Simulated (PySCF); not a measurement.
## Steps of a relaxation of Dy(OH)2

Dy(OH)2 (singlet in the valence; each metal's 4f electrons, 10 of them, lie in its core potential, out of spins and levels). PySCF 2.14.0, RKS PBE0, Dy lcecp-0-SVP with ECP56, O def2-SVP, H def2-SVP; non-relativistic Hamiltonian with scalar-relativistic core potentials where named; density fitting; no spin-orbit coupling. Origin of the start: template. Columns: position (Å) and force (eV/Å). Energies are counted from the last step; some of the 14 steps are shown. Forces carry noise of the integration grid, about 0.01 to 0.03 eV/Å.

Run from Python with OMP_NUM_THREADS=2. Where DIIS fails, smearing, a level shift and second-order steps follow.
It took 22 s on 2 threads of Arm Neoverse V1, on a shared host, from the converged density of the start.

```xyz
5
step 0  E = 0.470 eV
Dy    0.0000    0.0000   -0.1616     0.00    0.00    1.79
O     2.0944    0.0000    0.7757    -1.13   -0.07   -1.03
H     3.0540   -0.0906    0.8348    -0.44    0.06    0.13
O    -2.0944    0.0000    0.7757     1.13    0.07   -1.03
H    -3.0540    0.0906    0.8348     0.44   -0.06    0.13
```

```xyz
5
step 4  E = 0.060 eV
Dy    0.0000    0.0000   -0.0623     0.00    0.00    0.48
O     2.0517   -0.0126    0.6594    -0.73   -0.02   -0.48
H     2.9693   -0.0788    0.9014     0.32    0.01    0.24
O    -2.0517    0.0126    0.6594     0.73    0.02   -0.48
H    -2.9693    0.0788    0.9014    -0.32   -0.01    0.24
```

```xyz
5
step 9  E = 0.005 eV
Dy    0.0000    0.0000   -0.0396     0.00    0.00   -0.03
O     2.0581   -0.0412    0.5757    -0.07    0.00   -0.02
H     2.9286   -0.0582    0.9737     0.04    0.00    0.04
O    -2.0581    0.0412    0.5757     0.07    0.00   -0.02
H    -2.9286    0.0582    0.9737    -0.04    0.00    0.04
```

Where does the relaxation end?

It converges at step 13 in C2v:
```xyz
5
step 13  E = 0
Dy    0.0000    0.0000   -0.1682
O     2.0130   -0.0401    0.5648
H     2.8398   -0.0566    1.0489
O    -2.0130    0.0401    0.5648
H    -2.8398    0.0566    1.0489
```

How did the contacts change?


| contact | start (Å) | end (Å) |
| --- | --- | --- |
| Dy1–O2 (OH) | 2.295 | 2.143 |
| Dy1–O4 (OH) | 2.295 | 2.143 |


An lcecp potential fixes the number of 4f electrons, so in runs with it no electron can move into or out of that shell; real Dy(II) is rare or takes another configuration.
